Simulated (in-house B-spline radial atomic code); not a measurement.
## Ionising neutral copper with different functionals

Computed with a B-spline radial code for spherical atoms: scalar-relativistic (spin-free X2C) Hamiltonian, Fermi nucleus of rms radius 3.8823 fm, spin-polarised at highest spin, spherical fractional occupations for the functionals, and exact exchange of hybrids averaged over the configuration. The ionisation energy is the difference of two self-consistent energies, [Ar] 3d10 4s1 → [Ar] 3d10, without Breit or QED terms; ε is the level of the shell that loses the electron (its least bound occupied spin orbital).

```json
{"method": "PBE0", "rung": "global hybrid", "ΔSCF (eV)": "?", "-ε(4s) (eV)": "?"}
{"method": "B3LYP", "rung": "global hybrid", "ΔSCF (eV)": "8.25", "-ε(4s) (eV)": "5.50"}
{"method": "TPSSh", "rung": "global hybrid", "ΔSCF (eV)": "8.01", "-ε(4s) (eV)": "5.19"}
{"method": "BHandHLYP", "rung": "global hybrid", "ΔSCF (eV)": "7.69", "-ε(4s) (eV)": "6.02"}
{"method": "r2SCAN0", "rung": "global hybrid", "ΔSCF (eV)": "?", "-ε(4s) (eV)": "?"}
{"method": "B97-1", "rung": "global hybrid", "ΔSCF (eV)": "7.82", "-ε(4s) (eV)": "5.20"}
{"method": "HSE06", "rung": "range-separated hybrid", "ΔSCF (eV)": "8.04", "-ε(4s) (eV)": "5.22"}
{"method": "wB97X", "rung": "range-separated hybrid", "ΔSCF (eV)": "7.76", "-ε(4s) (eV)": "7.38"}
{"method": "CAM-B3LYP", "rung": "range-separated hybrid", "ΔSCF (eV)": "8.12", "-ε(4s) (eV)": "6.72"}
{"method": "LC-wPBE", "rung": "range-separated hybrid", "ΔSCF (eV)": "7.83", "-ε(4s) (eV)": "7.78"}
```

Task: What does PBE0 give?

Result: ΔSCF 7.97 eV, and -ε(4s) = 5.54 eV.

Task: What does r2SCAN0 give?

Result: ΔSCF 7.94 eV, and -ε(4s) = 5.81 eV.

Task: Among the functionals, which spreads more, the ΔSCF values or the orbital energies?

Result: The orbital energies: ΔSCF values span about 0.56 eV and the orbital energies 2.59 eV; here energy differences depend much less on the functional than eigenvalues do.

Task: How do they compare with the NIST value?

Result: NIST lists 7.726 eV (measured, ground level to ground level). Errors run from -0.04 to +0.53 eV; wB97X is closest (+0.03 eV), but part of that can be cancellation, since the calculations leave out Breit-QED terms.
